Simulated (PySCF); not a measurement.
Polarisability and C₆ of Te (tellurium, neutral)

[Kr] 4d10 5s2 5p4, high-spin 3P determinant. Computed with PySCF 2.14 in x2c-TZVPPall with one added diffuse shell each of s, p, d, f type (9s7p5d3f, 76 functions), with the spin-free X2C one-electron Hamiltonian (Gaussian nucleus). Coupled (time-dependent) response in atomic units; α is the mean over directions.

```
method  mean α (bohr³)         α xx, yy, zz  C₆ (like pair)  S(−4)
   UHF           37.46  35.42, 41.52, 35.42           409.8  320.9
   PBE           40.73  38.08, 46.02, 38.08           448.6  420.4
  PBE0           38.94  36.55, 43.72, 36.55           426.5  367.0
 HSE06           39.20  36.79, 44.00, 36.79           430.0  372.9
```

S(−4) is the Cauchy moment in α(ω) = α(0) + S(−4) ω² + …

Reference α: 38 ± 4 bohr³ (recommended; Schwerdtfeger and Nagle, table of static dipole polarizabilities (2023 update)). Published C₆: 445.0 (Chu and Dalgarno (2004); Tang, Norbeck and Certain (1976)).

Spin-orbit coupling is absent.

α(iu) at PBE:

| u (hartree) | α(iu) (bohr³) |
| --- | --- |
| 0 | 40.73 |
| 0.0500 | 39.71 |
| 0.100 | 37.03 |
| 0.200 | 29.69 |
| 0.300 | 23.01 |
| 0.500 | 14.29 |
| 0.750 | 8.795 |
| 1.00 | 6.001 |
| 1.50 | 3.430 |
| 2.00 | 2.306 |
| 3.00 | 1.314 |
| 5.00 | 0.6242 |

The components differ because the open shell of this determinant is not spherical; for a pure term their mean is the scalar polarisability.
